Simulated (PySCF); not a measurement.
**Correlation energy of Tc (technetium, neutral)**

[Kr] 4d5 5s1 5p1, high-spin 8P determinant (an excited configuration). All numbers are calculated (PySCF 2.14, scalar relativity through the core potential, in aug-cc-pVTZ-PP with ECP28MDF (6s6p5d3f2g, 88 functions)). Frozen: 4s2 4p6; 7 electrons correlated.

MP2 pair energies summed by pair of shells (mhartree):

| pair | energy | share (%) |
| --- | --- | --- |
| 4d-4d | -59.62 | 68.0 |
| 4d-5s | -16.53 | 18.9 |
| 4d-5p | -9.64 | 11.0 |
| 5s-5p | -1.86 | 2.1 |

Total MP2 correlation energy: -87.66 mhartree.

Same-spin part -87.66 and opposite-spin part 0.00 mhartree; SCS-MP2 scales them by 1/3 and 6/5 to -29.22 mhartree.
